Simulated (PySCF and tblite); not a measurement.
Values are calculated unless marked as measured or tabulated.
Stationary points of C4H12B2N2 at GFN2-xTB, in Å:

Structure A

```
 1 B    -2.199    1.283   -0.421
 2 N    -1.958    0.059    0.200
 3 C    -3.081   -0.724    0.703
 4 B    -0.657   -0.553    0.411
 5 N     0.518    0.053   -0.004
 6 C     1.844   -0.438    0.143
 7 C     2.977    0.515    0.399
 8 C     2.866   -0.182   -0.928
 9 H    -1.313    1.931   -0.835
10 H    -3.300    1.676   -0.533
11 H    -4.021   -0.210    0.510
12 H    -3.112   -1.703    0.219
13 H    -2.984   -0.884    1.779
14 H    -0.596   -1.594    0.952
15 H     0.483    0.948   -0.470
16 H     1.869   -1.397    0.644
17 H     3.762    0.215    1.076
18 H     2.752    1.570    0.434
19 H     3.575   -0.961   -1.163
20 H     2.567    0.406   -1.783
```

Structure B

```
 1 B    -3.144   -0.424   -1.030
 2 N    -2.015   -0.046   -0.302
 3 C    -2.163    0.771    0.894
 4 B    -0.678   -0.438   -0.690
 5 N     0.434   -0.050    0.051
 6 C     1.793   -0.369   -0.225
 7 C     2.755   -0.616    0.902
 8 C     2.877    0.629    0.067
 9 H    -3.017   -1.080   -1.990
10 H    -4.210   -0.081   -0.674
11 H    -3.214    0.993    1.071
12 H    -1.771    0.248    1.771
13 H    -1.627    1.719    0.785
14 H    -0.522   -1.094   -1.645
15 H     0.342    0.517    0.882
16 H     1.892   -0.976   -1.115
17 H     3.498   -1.389    0.787
18 H     2.391   -0.511    1.913
19 H     3.705    0.710   -0.620
20 H     2.595    1.568    0.518
```

Structure C

```
 1 B    -2.669    0.544   -1.267
 2 N    -2.011   -0.053   -0.212
 3 C    -2.528   -0.046    1.145
 4 B    -0.717   -0.749   -0.366
 5 N     0.440   -0.055   -0.063
 6 C     1.786   -0.516   -0.133
 7 C     2.816    0.031    0.811
 8 C     2.866    0.391   -0.647
 9 H    -2.183    0.496   -2.334
10 H    -3.691    1.097   -1.085
11 H    -3.470    0.499    1.186
12 H    -2.698   -1.069    1.496
13 H    -1.817    0.427    1.832
14 H    -0.657   -1.869   -0.710
15 H     0.382    0.918    0.209
16 H     1.838   -1.565   -0.392
17 H     3.565   -0.639    1.204
18 H     2.510    0.795    1.510
19 H     3.648   -0.033   -1.257
20 H     2.591    1.396   -0.929
```

The path came from a restrained scan, a climbing-image band and a saddle search at GFN2-xTB; energies are BHandHLYP/pcSseg-1 + D3(BJ), IEF-PCM dichloromethane//GFN2-xTB, thermal terms GFN2-xTB.

**Question.** Which structure is a saddle point, and along which motion?

**Answer.** C: one imaginary mode (111i cm⁻¹ at GFN2-xTB, mostly on H14, C3, B4), along the rotation about the B4–N2 bond (torsion N5–B4–N2–B1 from 0° to 180°, rising).

**Question.** Give their symmetry and energies above the lowest.

**Answer.** A Cs, 2.1 kcal/mol; B Cs, 0.0 kcal/mol; C C1, 8.7 kcal/mol.
